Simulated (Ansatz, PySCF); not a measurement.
Species: borane, BH₃ (charge 0, singlet). 
Geometry from a B3LYP-D3(BJ)/def2-TZVP (Ansatz, a first-principles code) optimisation:
```
B
H 1 1.1893
H 1 1.1893 2 120.00
H 1 1.1893 2 120.00 3 180.00
```

PBE beside other levels, property by property. Cores are frozen in the correlated levels unless marked. UHF or UKS for open shells. No spin-orbit coupling. Non-relativistic. CBS marks a two-point X^-3 extrapolation of the correlation energy; Hartree-Fock from the larger set (for Q and 5 zeta extrapolated as (X+1)exp(-9√X)). Rows marked 298 K are enthalpies with B3LYP-D3(BJ) harmonic zero-point and thermal terms from PySCF. Atomisation energies are electronic, to ground-state atoms; the column to compare with has the core term from cc-pwCVTZ added, other frozen-core levels have none. The coupled-cluster column (Ansatz) is a level with limits of its own: CCSD(T)/CBS(cc-pVQZ,cc-pV5Z).

| property | CAM-B3LYP/def2-TZVPD (Ansatz) | wB97X-V/def2-TZVPD (Ansatz) | CCSD(T)/aug-cc-pVTZ (Ansatz) | coupled cluster |
|---|---|---|---|---|
| atomisation energy (kcal/mol) | 285.2 | 282.4 | 276.8 | 281.1 |
| B-H bond dissociation enthalpy, 298 K, to [BH2] (BH2) + H atom (kcal/mol) | 104.6 | 105.3 | 103.9 | 105.0 |

Question: What does PBE/def2-TZVPD (Ansatz) give for each property, and on which side of coupled cluster does it fall?

Answer: 
- atomisation energy: PBE lies 2.9 kcal/mol below coupled cluster; PBE gives 278.2 kcal/mol.
- B-H bond dissociation enthalpy, 298 K, to [BH2] (BH2) + H atom: PBE lies 4.3 kcal/mol below coupled cluster; PBE gives 100.7 kcal/mol.
